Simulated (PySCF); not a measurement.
Assignment exercise: C$_{5}$H$_{7}$FO$_{2}$Si

Molfile (atoms numbered from 1):
```
C5H7FO2Si
     RDKit          3D

 16 16  0  0  0  0  0  0  0  0999 V2000
   -2.6251   -0.7705    0.3897 C   0  0  0  0  0  0  0  0  0  0  0  0
   -1.4744   -1.2908   -0.2272 O   0  0  0  0  0  0  0  0  0  0  0  0
   -0.3850   -0.4948   -0.2647 C   0  0  0  0  0  0  0  0  0  0  0  0
   -0.2066    0.7464    0.2178 C   0  0  0  0  0  0  0  0  0  0  0  0
    1.5241    1.3430   -0.2020 Si  0  0  1  0  0  4  0  0  0  0  0  0
    2.4743    1.8256    1.0248 O   0  0  0  0  0  0  0  0  0  0  0  0
    1.9096   -0.3404   -0.9664 C   0  0  0  0  0  0  0  0  0  0  0  0
    0.8027   -1.0747   -0.9150 C   0  0  0  0  0  0  0  0  0  0  0  0
    0.6964   -2.3222   -1.4074 F   0  0  0  0  0  0  0  0  0  0  0  0
   -3.3801   -1.5519    0.3309 H   0  0  0  0  0  0  0  0  0  0  0  0
   -2.4320   -0.5240    1.4388 H   0  0  0  0  0  0  0  0  0  0  0  0
   -2.9811    0.1256   -0.1289 H   0  0  0  0  0  0  0  0  0  0  0  0
   -0.9942    1.2953    0.7027 H   0  0  0  0  0  0  0  0  0  0  0  0
    1.6204    2.4654   -1.1206 H   0  0  0  0  0  0  0  0  0  0  0  0
    2.6350    1.2792    1.7907 H   0  0  0  0  0  0  0  0  0  0  0  0
    2.8083   -0.7023   -1.4324 H   0  0  0  0  0  0  0  0  0  0  0  0
  1  2  1  0
  2  3  1  0
  3  4  2  0
  4  5  1  0
  5  6  1  0
  5  7  1  0
  7  8  2  0
  8  9  1  0
  8  3  1  0
  1 10  1  0
  1 11  1  0
  1 12  1  0
  4 13  1  0
  5 14  1  6
  6 15  1  0
  7 16  1  0
M  END
```

[PySCF 2.14: coordinates at the GFN2-xTB level; GIAO PBE0/pcSseg-1 shieldings; one conformer; rapidly exchanging positions averaged; in vacuum; relativity neglected]

Chemical shifts δ = σref − σ; 13C, 1H against TMS, all at this level.

(1) Assign these signals to the numbered atoms. 13C{1H} NMR (computed): δ 177.2, 173.3, 103.8, 91.0, 56.8.

(2) Assign these signals to the numbered atoms. 1H NMR (500 MHz, computed): δ 5.07 (m, 1H), 4.96 (m, 1H), 4.00 (m, 1H), 3.79 (s, 3H), 1.20 (br s, 1H).

Results:

(1) 
177.2 → C8, fully substituted alkene carbon
173.3 → C3, alkene carbon bearing oxygen: an sp2 carbon further deshielded by the attached heteroatom
103.8 → C7, alkene CH: as expected for a trigonal carbon in a double bond
91.0 → C4, β carbon of an enol-ether or enamine type C=C: the O or N lone pair pushes π density onto this β carbon and shields it
56.8 → C1, methyl carbon bonded to O: the inductive effect lowers its shielding

(2) 
| δ (ppm) | atoms | environment | reason |
| --- | --- | --- | --- |
| 5.07 | H14 | hydrogen on a silicon bonded to 2 C, O, in a 5-membered ring | – |
| 4.96 | H16 | hydrogen on an alkene CH | a vinylic proton, deshielded by the sp2 carbon and the C=C anisotropy |
| 4.00 | H13 | hydrogen on a β carbon of an enol-ether or enamine type C=C | lone-pair donation from O or N shields it, upfield of ordinary alkene protons |
| 3.79 | H10/H11/H12 | hydrogen on a methyl carbon bonded to O | its carbon carries O, which withdraws density |
| 1.20 | H15 | hydrogen on an oxygen bonded to Si | exchangeable, gas-phase position |

H14 and H16 lie closer than the usual error of such a calculation, so a measured spectrum could show them in the other order.

OH/NH shifts are gas-phase values; hydrogen bonding in solution moves them, usually downfield. Splittings by 19F in the carbon and heteronuclear signals aren't shown, as no couplings were computed. Shifts are as computed. Against solution values, carbons near 30 ppm lie about +3 ppm off and those near 130 ppm about +5 ppm. Of 1211 compounds with measured shifts, 218 miss one by over three times the rms of a fit or turn the order of signals round; such compounds aren't used in these exercises. No couplings were computed; multiplicities are counted from neighbouring protons, with m where these are inequivalent, close in shift, in a saturated or five-membered ring or joined by F or P, and br s for small geminal =CH2 splittings.
